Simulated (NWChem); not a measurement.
System meant: CdHCl; SMILES [Cl][CdH]

Input file for NWChem:

```
start job
memory heap 200 mb stack 900 mb global 1100 mb
geometry units angstroms noautoz
  Cd    -0.224696     0.516740     0.000000
  H     -0.463170     2.147887     0.000000
  Cl     0.105498    -1.744407     0.000000
end
basis spherical
  Cd library def2-svp
  H library def2-svp
  Cl library def2-svp
end
ecp
  Cd library def2-ecp
end
dft
  odft
  mult 2
  xc xpbe96 cpbe96
  iterations 150
  mulliken
end
task dft energy
```

End of the output:

```
 ==============================================================================
                                 internuclear angles
 ------------------------------------------------------------------------------
        center 1       |       center 2       |       center 3       |  degrees
 ------------------------------------------------------------------------------
    2 H                |   1 Cd               |   3 Cl               |   180.00
 ------------------------------------------------------------------------------
                            number of included internuclear angles:          1
 ==============================================================================

 Summary of "ao basis" -> "" (spherical)
 ------------------------------------------------------------------------------
       Tag                 Description            Shells   Functions and Types
 ---------------- ------------------------------  ------  ---------------------
 Cd                         def2-svp                11       31   5s3p2d1f
 H                          def2-svp                 3        5   2s1p
 Cl                         def2-svp                 8       18   4s3p1d

 Summary of "ao basis" -> "ao basis" (spherical)
 ------------------------------------------------------------------------------
       Tag                 Description            Shells   Functions and Types
 ---------------- ------------------------------  ------  ---------------------
 Cd                         def2-svp                11       31   5s3p2d1f
 H                          def2-svp                 3        5   2s1p
 Cl                         def2-svp                 8       18   4s3p1d

      Symmetry analysis of basis
      --------------------------

        a1         22
        a2          0
        b1          4
        b2          4
        e          24

  number of electrons :                   38
  multiplicity        :                    2
 ------------------------------------------------------------------------
  no. of electrons and multiplicity not compatible                  38
 ------------------------------------------------------------------------
 ------------------------------------------------------------------------
  current input line :
    23: task dft energy
 ------------------------------------------------------------------------
 ------------------------------------------------------------------------
 There is an error in the input file
 ------------------------------------------------------------------------
 For more information see the NWChem manual at https://nwchemgit.github.io

0: no. of electrons and multiplicity not compatible:Received an Error in Communication
```

Question: Find the fault in this run and fix the input.

Answer: The input was rejected before any calculation. Cause: the multiplicity doesn't fit the number of electrons (an even count wants an odd multiplicity, and the reverse). This input runs:
```
start job
memory heap 200 mb stack 900 mb global 1100 mb
geometry units angstroms noautoz
  Cd    -0.224696     0.516740     0.000000
  H     -0.463170     2.147887     0.000000
  Cl     0.105498    -1.744407     0.000000
end
basis spherical
  Cd library def2-svp
  H library def2-svp
  Cl library def2-svp
end
ecp
  Cd library def2-ecp
end
dft
  xc xpbe96 cpbe96
  iterations 150
  mulliken
end
task dft energy
```
It converges to -628.22554 Ha (PBE/def2-SVP with def2 effective core potentials on Cd).
